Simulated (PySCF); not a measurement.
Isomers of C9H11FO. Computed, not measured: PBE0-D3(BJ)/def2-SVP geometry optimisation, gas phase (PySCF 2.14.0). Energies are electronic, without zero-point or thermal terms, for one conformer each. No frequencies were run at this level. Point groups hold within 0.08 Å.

**Question.** Rank from lowest to highest electronic energy at this level (kJ/mol).
A. `[CH3:1][CH2:2][C@H:3]([OH:4])[c:5]1[cH:6][cH:7][c:8]([F:9])[cH:10][cH:11]1` with C1–C2–C3–O4 -174°, C2–C3–O4–H -179°, C2–C3–C5–C6 -97° (1-(4-fluorophenyl)propan-1-ol)
B. `[CH3:1][CH2:2][C@@H:3]([OH:4])[c:5]1[cH:6][cH:7][cH:8][cH:9][c:10]1[F:11]` with C1–C2–C3–O4 176°, C2–C3–O4–H -179°, C2–C3–C5–C6 -86°

**Answer.** B (0.0), A (3.0).

Neighbours under 10 kJ/mol apart (CC[C@@H](O)c1ccccc1F and CC[C@H](O)c1ccc(F)cc1) can change places with a better method, another conformer or zero-point energy.

```
               SMILES      E (Eh)  E rel (kJ/mol)  dipole (D)  point group       A, B, C (MHz)
 CC[C@@H](O)c1ccccc1F  -523.69460             0.0        1.36           C1  1589, 907.2, 717.7
CC[C@H](O)c1ccc(F)cc1  -523.69347             3.0        1.14           C1  2192, 629.9, 563.0
```

**Question.** How do the relative energies change in single points at PBE0/pcSseg-1 (no added dispersion term) on the same geometries?

**Answer.** 
| SMILES | PBE0-D3(BJ)/def2-SVP (kJ/mol) | PBE0/pcSseg-1 (kJ/mol) | shift |
| --- | --- | --- | --- |
| CC[C@@H](O)c1ccccc1F | 0.0 | 0.0 | 0.0 |
| CC[C@H](O)c1ccc(F)cc1 | 3.0 | 1.4 | -1.6 |

Each column counts from its own lowest isomer. The order is unchanged; the largest shift is 1.6 kJ/mol.

**Question.** As an exercise, what shares would exp(−E/RT) give at 2000 K from these electronic energies alone (no entropy, no degeneracies)?

**Answer.** RT = 16.629 kJ/mol: CC[C@@H](O)c1ccccc1F 54.4 %, CC[C@H](O)c1ccc(F)cc1 45.6 %.
